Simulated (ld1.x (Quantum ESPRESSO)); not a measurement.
# Configuration tests for Fe (ultrasoft)

- Element: iron
- Generator: ld1.x (Quantum ESPRESSO) 7.5
- Type: ultrasoft
- Functional: BP86
- Relativity: fully relativistic
- Frozen core: [Ne]
- Valence charge: 16
- Reference configuration: 3s2 3p6 3d6 4s2 4p0
- Partial waves: 3s (bound): rcut 1.15, rcutus 1.50 bohr; 4s (bound): rcut 1.15, rcutus 1.50 bohr; 3p (bound): rcut 1.30, rcutus 1.40 bohr; 4p (bound, empty): rcut 1.30, rcutus 1.40 bohr; 3d (bound): rcut 1.30, rcutus 1.60 bohr; 3d channel at -0.1 Ry: rcut 1.30, rcutus 1.60 bohr
- Local potential: all-electron potential smoothed inside 1.10 bohr (lloc = -1)
- Core correction: Bessel-smoothed model core inside 1.30 bohr
- Augmentation charge: PSQ, inside the norm-conserving radii

Open shells are filled in proportion to 2j + 1 (rel_dist='average').

Energies are relative to the spin-unpolarised reference configuration 3s2 3p6 3d6 4s2 4p0; without spin polarisation the order of configurations can differ from experiment. Not all tests gave a result: test run stopped at test 5 of 7 (negative rho). The frozen-core shift is the all-electron ΔE with the core orbitals held at their reference shape minus the fully relaxed ΔE.

Its overlap operator is not positive definite in a basis up to 400 Ry (lowest eigenvalue p1/2 -3.18, p3/2 -2.42), so the file is unfit for use: the generalised eigenproblem breaks down once the basis is large enough, and its test numbers describe a broken file.

```
valence configuration  charge  ΔE all-electron (eV)  error AE − PS (meV)  frozen-core shift (meV)
  3s2 3p6 3d6 4s1 4p0      +1                 8.922                 -1.0                     +0.1
  3s2 3p6 3d6 4s0 4p0      +2                25.229                 -4.7                     +0.1
  3s2 3p6 3d5 4s0 4p0      +3                59.515                  -96                      0.0
  3s2 3p6 3d6 4s1 4p1       0                 4.147                 -0.6                      0.0
```

The ghost test of this file was not conclusive.
